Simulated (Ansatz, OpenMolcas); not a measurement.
BSiH3OF2 (SMILES FB(F)O[SiH3]): the vertical ionisation energy from total energies

BSiH3OF2 has 8 atoms, charge 0, and is taken as a singlet. SMILES: `FB(F)O[SiH3]`. Geometry: relaxed at PBE0-D4/def2-TZVP.

Both states at this one shape; open shells run unrestricted unless said. 1 Eh = 27.2114 eV.

```tsv
level	program	singlet BSiH3OF2 (Eh)	doublet [BSiH3OF2]+ (Eh)	HOMO of the first (eV)
BLYP/cc-pVDZ	Ansatz	-591.208736	-590.796710	-7.88
revPBE/cc-pVDZ	Ansatz	-591.088739	-590.673340	-7.98
M06-L/cc-pVDZ	OpenMolcas	-591.231604	-590.803959	-8.40
BHLYP/cc-pVDZ	Ansatz	-591.152543	-590.703041	-10.92
```

Problem. Work out the vertical ionisation energy at each level.

Solution. 
1. BLYP/cc-pVDZ: -590.796710 − (-591.208736) = 0.412026 Eh = 11.21 eV; −ε(HOMO) = 7.88 eV.
2. revPBE/cc-pVDZ: -590.673340 − (-591.088739) = 0.415399 Eh = 11.30 eV; −ε(HOMO) = 7.98 eV.
3. M06-L/cc-pVDZ: -590.803959 − (-591.231604) = 0.427645 Eh = 11.64 eV; −ε(HOMO) = 8.40 eV.
4. BHLYP/cc-pVDZ: -590.703041 − (-591.152543) = 0.449502 Eh = 12.23 eV; −ε(HOMO) = 10.92 eV.

No measured value is set beside it here; the levels span 11.21 to 12.23 eV. In semi-local functionals −ε(HOMO) lies far under the ionisation energy, a result of self-interaction.
